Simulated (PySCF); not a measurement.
## A small calculation by hand: oscillator strength and radiative lifetime

disilinane (C4H12Si2), SMILES C1CC[SiH2][SiH2]C1.

Geometry: TPSSh-D3(BJ)/def2-SVP. Other conformers were not sampled.

TDA-PBE/def2-SVPD (PySCF) puts the first singlet state with f over 0.02 at 5.99 eV (vertical), with the transition dipole (0.000, 0.000, 0.417) in atomic units.

Find the oscillator strength, the wavelength and the radiative lifetime that this transition would have in vacuum if emission retraced absorption.


|μ|² = 0.1739 au, so |μ| = 1.06 D. ΔE = 5.99/27.211 = 0.2201 hartree. f = (2/3) ΔE |μ|² = 0.026 (the program prints 0.026).
λ = 1239.84/5.99 = 207 nm; ν = 48313 cm⁻¹.
Einstein's coefficient A = 0.6670 ν² f s⁻¹ (ν in cm⁻¹) = 4.0e7 s⁻¹, so τ = 1/A = 25 ns. This state is S1. The figure is the radiative limit of this one transition; relaxation, internal conversion, crossing to triplets and a medium change what is measured.
